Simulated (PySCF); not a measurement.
Se(Cl)(NH2) (ClH2NSe), SMILES Cl[Se]N.

Geometry: B3LYP-D3(BJ)/def2-TZVP. The values are those of a single conformer.

These are PBE0/def2-TZVPD run with PySCF values and carry that method's errors.

Symmetry labels are those of the subgroup Cs that the program uses (full group Cs).

Computed valence orbital energies around the gap with their symmetry:
```tsv
orbital	symmetry	energy (eV)
HOMO−7	A'	-18.71
HOMO−6	A"	-14.95
HOMO−5	A'	-12.93
HOMO−4	A'	-10.90
HOMO−3	A"	-9.55
HOMO−2	A'	-9.11
HOMO−1	A'	-8.60
HOMO	A"	-6.83
LUMO	A'	-2.03
LUMO+1	A'	-0.69
LUMO+2	A'	0.54
LUMO+3	A"	0.89
```
